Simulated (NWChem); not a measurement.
System: RbF; SMILES [Rb][F]

Input file for NWChem:

```
start job
memory heap 200 mb stack 900 mb global 1100 mb
geometry units angstroms noautoz
  Rb     0.000000     0.000000    -0.489174
  F      0.000000     0.000000     1.828509
end
basis spherical
  Rb library def2-tzvp
  F library def2-tzvp
end
ecp
  Rb library def2-ecp
end
dft
  xc xpbe96 cpbe96
  iterations 150
  mulliken
end
task dft gradient
```

Excerpt of the output:

```
             Northwest Computational Chemistry Package (NWChem) 7.3.0
             --------------------------------------------------------

 ORDER OF PRIMARY AXIS IS BEING SET TO 4
 C4V symmetry detected

                             Geometry "geometry" -> ""
                             -------------------------

 Output coordinates in angstroms (scale by  1.889725989 to convert to a.u.)

  No.       Tag          Charge          X              Y              Z
 ---- ---------------- ---------- -------------- -------------- --------------
    1 Rb                  37.0000     0.00000000     0.00000000    -0.45345972
    2 F                    9.0000     0.00000000     0.00000000     1.86422328

 Effective nuclear repulsion energy (a.u.)      76.0311155222

      Symmetry information
      --------------------

 Group name             C4v
 Group number             18
 Group order               8
 No. of unique centers     2

 Summary of "ao basis" -> "ao basis" (spherical)
 ------------------------------------------------------------------------------
       Tag                 Description            Shells   Functions and Types
 ---------------- ------------------------------  ------  ---------------------
 Rb                        def2-tzvp                13       33   6s4p3d
 F                         def2-tzvp                11       31   5s3p2d1f

      Symmetry analysis of basis
      --------------------------

        a1         24
        a2          0
        b1          6
        b2          6
        e          28

            General Information
            -------------------
          SCF calculation type: DFT
          Wavefunction type:  closed shell.
          No. of atoms     :     2
          No. of electrons :    18
           Alpha electrons :     9
            Beta electrons :     9
          Charge           :     0
          Spin multiplicity:     1
          Use of symmetry is: on ; symmetry adaption is: on
          Maximum number of iterations: 150
          AO basis - number of functions:    64
                     number of shells:    24
          Convergence on energy requested:  1.00D-06
          Convergence on density requested:  1.00D-05
          Convergence on gradient requested:  5.00D-04

              XC Information
              --------------
          PerdewBurkeErnzerhof Exchange Functional  1.000
            Perdew 1991 LDA Correlation Functional  1.000 local
           PerdewBurkeErnz. Correlation Functional  1.000 non-local

             Grid Information
             ----------------
          Grid used for XC integration:  medium
          Radial quadrature: Mura-Knowles
          Angular quadrature: Lebedev.
          Tag              B.-S. Rad. Rad. Pts. Rad. Cut. Ang. Pts.
          ---              ---------- --------- --------- ---------
          Rb                  2.35      123          16.0       590
          F                   0.50       49          10.0       434
          Grid pruning is: on
          Number of quadrature shells:   172
          Spatial weights used:  Erf1

      Superposition of Atomic Density Guess
      -------------------------------------

 Sum of atomic energies:        -126.88261373

      Non-variational initial energy
      ------------------------------

 Total energy =    -122.911179
 1-e energy   =    -215.308039
 2-e energy   =      73.902804
 HOMO         =      -0.598655
 LUMO         =      -0.051238

      Symmetry analysis of molecular orbitals - initial
      -------------------------------------------------

 !! scf_movecs_sym_adapt:   12 vectors were symmetry contaminated

  Symmetry fudging

 !! scf_movecs_sym_adapt:   10 vectors were symmetry contaminated

  Numbering of irreducible representations:

     1 a1          2 a2          3 b1          4 b2          5 e

  Orbital symmetries:

     1 a1          2 a1          3 a1          4 a1          5 e
     6 e           7 e           8 e           9 a1         10 a1
    11 e          12 e          13 a1         14 b1         15 b2
    16 e          17 e          18 a1         19 a1

     ---------------------------------------------
      Total Density - Mulliken Population Analysis
     ---------------------------------------------

    Atom       Charge   Shell Charges
 -----------   ------   -------------------------------------------------------
    1 Rb   9     8.05   0.03 -0.29  1.42  0.84  0.01 -0.00  4.83  1.16  0.02 -0.00  0.02  0.01  0.00
    2 F    9     9.95   0.77  1.20  0.63  1.03  0.36  2.49  2.42  1.05  0.00  0.00  0.00

   convergence    iter        energy       DeltaE   RMS-Dens  Diis-err
 ---------------- ----- ----------------- --------- --------- ---------
 d= 0,ls=0.0,diis     1   -123.8041114448 -1.42D+02  5.52D-02  1.09D+00
 d= 0,ls=0.0,diis     2   -111.9495349660  1.19D+01  5.48D-02  1.80D+01
 d= 0,ls=0.0,diis     3   -123.8218632928 -1.19D+01  2.83D-04  1.13D+00
 d= 0,ls=0.0,diis     4   -123.8283379997 -6.47D-03  1.05D-02  1.04D+00
 d= 0,ls=0.0,diis     5   -123.9229441654 -9.46D-02  3.24D-03  9.16D-02
  Resetting Diis
 d= 0,ls=0.0,diis     6   -123.9312396482 -8.30D-03  5.98D-04  1.85D-03
 d= 0,ls=0.0,diis     7   -123.9314602823 -2.21D-04  5.04D-04  3.37D-04
 d= 0,ls=0.0,diis     8   -123.9312784193  1.82D-04  3.56D-04  2.60D-03
 d= 0,ls=0.0,diis     9   -123.9314892336 -2.11D-04  9.83D-06  1.16D-06
 d= 0,ls=0.0,diis    10   -123.9314893575 -1.24D-07  3.47D-06  9.41D-08

[...]

                         DFT ENERGY GRADIENTS

    atom               coordinates                        gradient
                 x          y          z           x          y          z
   1 Rb      0.000000   0.000000  -0.856915    0.000000   0.000000   0.005686
   2 F       0.000000   0.000000   3.522871    0.000000   0.000000  -0.005686
```

Level: PBE/def2-TZVP with def2 effective core potentials on Rb. The geometry was optimised at PBE-D3(BJ)/def2-SVP. def2 effective core potentials on Rb; no spin-orbit coupling.
